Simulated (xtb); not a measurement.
C₆H₁₄N (SMILES [CH2]CN(CC)CC), doublet, at a GFN2-xTB geometry. Base run: GFN2-xTB (xtb).

Geometry (Å):
```xyz
21

C     -0.7844     2.3139    -0.2121
C     -0.9216     0.9429    -0.7262
N     -0.0439     0.0127    -0.0400
C     -0.3722    -1.3742    -0.3204
C     -1.5420    -1.8594     0.5303
C      1.3612     0.3231    -0.2538
C      2.2118    -0.0902     0.9420
H     -1.0582     3.1527    -0.8204
H     -0.4998     2.4724     0.8080
H     -0.7628     0.9289    -1.8247
H     -1.9532     0.5867    -0.5673
H     -0.5996    -1.5266    -1.3913
H      0.5011    -1.9833    -0.0805
H     -2.4640    -1.3460     0.2689
H     -1.6915    -2.9262     0.3823
H     -1.3313    -1.6731     1.5796
H      1.7475    -0.1527    -1.1723
H      1.4357     1.4070    -0.3806
H      3.2414     0.2257     0.7925
H      1.8255     0.3766     1.8437
H      2.2002    -1.1680     1.0830
```
Charge 0, spin multiplicity 2.
All else is at xtb's defaults.
Base energy -22.81717 Eh.

Each row names what was changed in the base input (with any setting that the change needs).

| change | ΔE vs base (mEh) | dipole (D) | SCF cycles |
|---|---|---|---|
| base | 0.000 | 0.92 | 9 |
| acc = 0.0001 | 0.000 | 0.92 | 16 |
| file = coord | 0.000 | 0.92 | 9 |
| alpb = benzene | -9.501 | 0.94 | 9 |
| acc = 0.1 | 0.000 | 0.92 | 11 |

ALPB and GBSA are two models with their own fitted parameters for each solvent, which aren't always the measured dielectric constant.
